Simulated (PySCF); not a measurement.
PySCF input file for C3H6BFO2, SMILES C=C(C)OB(O)F, C-PCM-B3LYP/def2-SVP. Geometry optimised at ωB97X-D3(BJ)/def2-SVP. Other conformers were not sampled.

```python
import numpy as np
from pyscf import gto, scf, dft
from pyscf.solvent import pcm

mol = gto.M(
    atom='''
    C    -1.67208081   -1.02875799    0.05722500
    C    -1.20809941    0.22243324    0.02054988
    C    -2.00563514    1.45606344    0.32110462
    O     0.07817175    0.54626876   -0.34921239
    B     1.21224449   -0.17171600   -0.12897989
    O     2.36277895    0.26003976   -0.70136402
    F     1.21739335   -1.27030448    0.64322102
    H    -1.04143845   -1.88765326   -0.17791979
    H    -2.71145657   -1.20962775    0.33694876
    H    -1.54751125    2.00683732    1.15846536
    H    -3.04303778    1.20556446    0.57906140
    H    -2.00116097    2.12662998   -0.55291967
    H     3.11412882   -0.29933048   -0.47639157
    ''',
    basis='def2-SVP',
    charge=0,
    spin=0,
    max_memory=1600,
    verbose=3,
)
mf = dft.RKS(mol, xc='b3lyp').density_fit(auxbasis='def2-universal-jkfit')
mf.grids.level = 3
mf.conv_tol = 1e-9
mf.max_cycle = 100
mf.kernel()
res = {}
for name, eps in {'water': 78.355, 'acetone': 20.493, 'chloroform': 4.7113}.items():
    s = mf.PCM()
    s.with_solvent.method, s.with_solvent.eps, s.with_solvent.lebedev_order = 'C-PCM', eps, 29
    s.kernel(mf.make_rdm1())
    res[name] = (s.e_tot, eps, s.dip_moment(), s.mo_energy, s.converged)
    print(f'{name}: electrostatic solvation free energy {(s.e_tot - mf.e_tot) * 627.509474:.3f} kcal/mol')
```

Log of the run:

```
converged SCF energy = -392.929626538532

WARN: PCM is an experimental feature. It is still in testing.
Features and APIs may be changed in the future.

converged SCF energy = -392.938738422953
Dipole moment(X, Y, Z, Debye):  0.35849, -0.41770,  0.60347
water: electrostatic solvation free energy -5.718 kcal/mol

WARN: PCM is an experimental feature. It is still in testing.
Features and APIs may be changed in the future.

converged SCF energy = -392.938374394294
Dipole moment(X, Y, Z, Debye):  0.35818, -0.41421,  0.59761
acetone: electrostatic solvation free energy -5.489 kcal/mol

WARN: PCM is an experimental feature. It is still in testing.
Features and APIs may be changed in the future.

converged SCF energy = -392.936755846524
Dipole moment(X, Y, Z, Debye):  0.35601, -0.39923,  0.57239
chloroform: electrostatic solvation free energy -4.474 kcal/mol
```

Self-consistency was reached.

Cost: roughly 4 core-minutes.
